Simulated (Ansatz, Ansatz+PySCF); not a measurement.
```yaml
atoms:
  - { symbol: Cu, position_ang: [0.0000, 0.0000, -0.0738] }
  - { symbol: H, position_ang: [0.0000, 0.0000, 2.1404] }
```

Basis set: cc-pVDZ (spherical functions). Correlated methods keep 5 orbitals frozen. Charge 0, multiplicity 1.

Computed with Ansatz (development build ahead of 0.2.0); each method stands on the lowest determinant of its kind that the runs found. Restricted open shells among the atoms or ions are ROHF, correlated in semicanonical orbitals with singles. Restricted functionals stand beside restricted open-shell atoms, which can lie above the unrestricted atoms usual in DFT and then raise those values.

The atomization energy at this shape (free ground-state atoms in the same class of orbitals less the molecule, no zero-point energy) of singlet CuH:

```
               method  atomization energy
 ωB97X (unrestricted)        131.8 kJ/mol
r²SCAN (unrestricted)        128.2 kJ/mol
  r²SCAN (restricted)        130.3 kJ/mol
     PBE (restricted)        138.1 kJ/mol
    PBE0 (restricted)        118.4 kJ/mol
              RHF-MP2         86.1 kJ/mol
              UHF-MP2         78.3 kJ/mol
          RHF-CCSD(T)        126.8 kJ/mol
          UHF-CCSD(T)        124.2 kJ/mol
                  RHF         39.3 kJ/mol
```

Task: What does UHF give?

Result: 49.0 kJ/mol. Caution for RHF-MP2, UHF-MP2, RHF-CCSD(T), UHF-CCSD(T): bonds are stretched, where a single reference can fail. Caution for UHF-MP2, UHF-CCSD(T): a plain start can end on a higher determinant. Caution for UHF-MP2: another reference gives a lower total. Caution for UHF-MP2, UHF-CCSD(T), UHF: the unrestricted determinant is spin contaminated.
